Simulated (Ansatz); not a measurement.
C2H6OSi, SMILES `CC(=O)[SiH3]`. Charge 0, multiplicity 1. The geometry is a stationary point of PBE0-D4/def2-TZVP.

```xyz
10

C    -0.049    1.436    0.430
C    -0.309    0.330   -0.551
O    -0.835    0.527   -1.621
Si    0.192   -1.497   -0.143
H     1.022    1.485    0.653
H    -0.396    2.391    0.035
H    -0.551    1.213    1.378
H    -1.044   -2.317   -0.177
H     0.838   -1.620    1.192
H     1.133   -1.948   -1.198
```

(1) What is the dipole moment at r2SCAN/def2-TZVPP? (An estimate is asked.)

(2) And with PBE, B3LYP, ωB97M-V? (Best estimate.)

(3) Give the Mulliken charges with r2SCAN, ωB97M-V, PBE in def2-TZVPP. (Best estimate.)

## Answers

(1) Ansatz gave: 2.45 D, with components (0.99, 0.23, 2.23) D in this frame, pointing from negative to positive charge.

(2) Computed: PBE 2.33 D, B3LYP 2.51 D, ωB97M-V 2.53 D.

(3) Ansatz gave: 
```csv
atom,r2SCAN,ωB97M-V,PBE
C1,-0.11,-0.27,-0.20
C2,0.14,0.10,0.10
O3,-0.30,-0.28,-0.23
Si4,0.26,0.16,0.17
H5,0.06,0.11,0.10
H6,0.07,0.11,0.09
H7,0.06,0.11,0.10
H8,-0.06,-0.01,-0.04
H9,-0.07,-0.03,-0.06
H10,-0.06,-0.01,-0.04
```

B3LYP here is the variant with VWN-RPA as its local correlation; programs differ in this.
